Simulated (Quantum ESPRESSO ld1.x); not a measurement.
Q: These are the eigenvalues of the occupied orbitals of an atom or ion with whole-number occupations (eV). Method: scalar-relativistic Kohn-Sham, LDA (Slater exchange, Perdew-Zunger correlation), spin-polarised, spherical densities, point nucleus; computed with ld1.x of Quantum ESPRESSO 7.5.

| orbital | eigenvalue |
|---|---|
| 1s up | -65260.378 |
| 1s down | -65260.378 |
| 2s up | -11185.252 |
| 2s down | -11185.235 |
| 2p up | -9828.462 |
| 2p down | -9828.448 |
| 3s up | -2569.561 |
| 3s down | -2569.554 |
| 3p up | -2164.297 |
| 3p down | -2164.289 |
| 3d up | -1683.852 |
| 3d down | -1683.840 |
| 4s up | -539.359 |
| 4s down | -539.343 |
| 4p up | -406.361 |
| 4p down | -406.345 |
| 4d up | -234.497 |
| 4d down | -234.477 |
| 5s up | -95.035 |
| 5s down | -94.916 |
| 5p up | -62.988 |
| 5p down | -62.851 |
| 4f up | -45.009 |
| 4f down | -44.968 |
| 6d up | -10.042 |

Which element is it, and in what charge state? The configuration may be excited. Open shells, if any, are filled with parallel spins first.

A: Z = 72, hafnium, charge +2: Hf2+ in [Xe] 4f14 6d2. The list shows which subshells hold electrons but not how many an open one holds; the 1s level, -2398.3 hartree, gives Z - s = 69.3 by -(Z - s)^2/2, which with screening and relativity narrows Z to a few neighbours, and the depths of the outer levels then fix element, charge and occupations together.
